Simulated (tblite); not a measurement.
Species: C6H13BO2Si.
SMILES with atom numbers: `[CH3:1][O:2][SiH2:3][CH2:4][C:5](=[C:6]=[O:7])[B:8]([CH3:9])[CH3:10]` (hydrogens: H11, H12, H13 on C1; H14, H15 on Si3; H16, H17 on C4; H18, H19, H20 on C9; H21, H22, H23 on C10)

Geometry (GFN2-xTB, Å), atoms numbered from 1 in this order:
```xyz
23
C6H13BO2Si angstrom
C      3.4577   -0.4421   -0.1755
O      2.6093    0.6335    0.0956
Si     1.5161    0.8407    1.2735
C      0.2148   -0.5623    1.2799
C     -0.4772   -0.6552   -0.0672
C      0.0293   -1.3706   -1.0287
O      0.4097   -2.0028   -1.9300
B     -1.7622    0.1211   -0.4049
C     -2.4350   -0.0098   -1.8338
C     -2.4093    1.0196    0.7247
H      4.1521   -0.6071    0.6520
H      2.8898   -1.3599   -0.3461
H      4.0246   -0.2032   -1.0759
H      0.9814    2.1234    0.8469
H      2.1350    0.8529    2.6071
H     -0.5376   -0.3992    2.0470
H      0.6961   -1.5163    1.5094
H     -3.3784    0.5250   -1.9149
H     -2.6250   -1.0483   -2.1020
H     -1.7766    0.3816   -2.6088
H     -3.2210    1.6425    0.3577
H     -2.8211    0.3942    1.5173
H     -1.6772    1.6694    1.2004
```

Computed with GFN2-xTB (tblite): harmonic, unscaled wavenumbers at the GFN2-xTB geometry, gas phase. This tight-binding method is rough: wavenumbers can miss measured ones by several per cent, in bad cases by 10 to 20. Modes of hydrogen on silicon can be 10 to 20 % off. One conformer, not necessarily the lowest. The optimisation stopped once no atom felt more than 0.01 eV/Å.

Lowest wavenumbers of the output (negative numbers stand for imaginary wavenumbers):
```
mode    cm-1
  1     -81.9
  2      29.9
  3      46.0
  4      56.3
  5      75.8
  6      89.7
  7      92.7
  8      96.9
  9     111.3
 10     180.7
```

Question: Is this structure a minimum?

Answer: No. 1 mode is imaginary beyond 20i (82i cm⁻¹), so at this level the point lies at or near a first-order saddle.

Question: Which atoms move in the imaginary mode?

Answer: 82i: H20 (methyl hydrogen) 37 %, H19 (methyl hydrogen) 34 %, H18 (methyl hydrogen) 25 %. These are shares of the mass-weighted motion.

Question: What is the remedy?

Answer: Step along that mode in both directions, optimise again with tighter thresholds and repeat the frequencies. The zero-point energy of this point (110.8 kcal/mol) counts the 62 real modes alone, and thermal corrections from it aren't those of a minimum.
